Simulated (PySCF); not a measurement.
C₃H₇BFN, SMILES CB(N)/C=C\F.

Geometry optimised at ωB97X-D3(BJ)/def2-SVP. The structure was generated by enumeration; whether it is a known compound was not checked. The values are those of a single conformer.

Two levels are set side by side: PBE/def2-TZVP (PySCF) and r2SCAN/def2-TZVP (PySCF). Same geometry, gas phase. Differences are taken from unrounded values.

| quantity | r2SCAN | PBE | PBE minus r2SCAN |
|---|---|---|---|
| orbital gap (eV) | 5.04 | 4.62 | -0.43 |
| highest occupied level (eV) | -6.36 | -6.12 | 0.23 |
| lowest empty level (eV) | -1.31 | -1.51 | -0.19 |
| dipole moment (D) | 0.13 | 0.23 | 0.09 |
| mean polarisability (bohr³) | 60.0 | 61.4 | 1.5 |

Rough cost on one machine, each run with all the roots and properties that it gave: r2SCAN against PBE about 4 times.
